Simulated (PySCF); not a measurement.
C2H7BrSi, SMILES Br[SiH2]CC, singlet, GFN2-xTB optimised geometry.

```
11

C      1.04     0.16     1.22
C      0.44    -0.54     0.00
Si    -1.45    -0.54     0.00
Br    -2.13     1.57     0.00
H      2.13     0.13     1.18
H      0.73     1.20     1.25
H      0.73    -0.32     2.14
H      0.80    -1.57    -0.03
H      0.81    -0.06    -0.91
H     -2.01    -1.12    -1.21
H     -2.01    -1.12     1.22
```

Density from B3LYP/def2-TZVP (PySCF) at that geometry.

Minimum of the electron density along straight lines between bonded atoms, close to the bond critical point (lines longer than 1.1 times the sum of covalent radii, or with two minima, are not listed):

```
bond     length / Å  ρ at the minimum / e bohr⁻³  ∇²ρ there / e bohr⁻⁵  position (fraction from the first atom)
-------  ----------  ---------------------------  --------------------  ---------------------------------------
C1–C2         1.526                        0.242                 -0.59                                     0.50
C2–Si3        1.895                        0.122                  0.12                                     0.61
Si3–Br4       2.221                        0.088                  0.08                                     0.35
C1–H5         1.089                        0.281                 -0.96                                     0.64
C1–H6         1.089                        0.282                 -0.97                                     0.64
C1–H7         1.089                        0.281                 -0.96                                     0.64
C2–H8         1.092                        0.275                 -0.92                                     0.64
C2–H9         1.093                        0.275                 -0.92                                     0.64
Si3–H10       1.456                        0.129                  0.18                                     0.49
Si3–H11       1.457                        0.129                  0.18                                     0.49
```
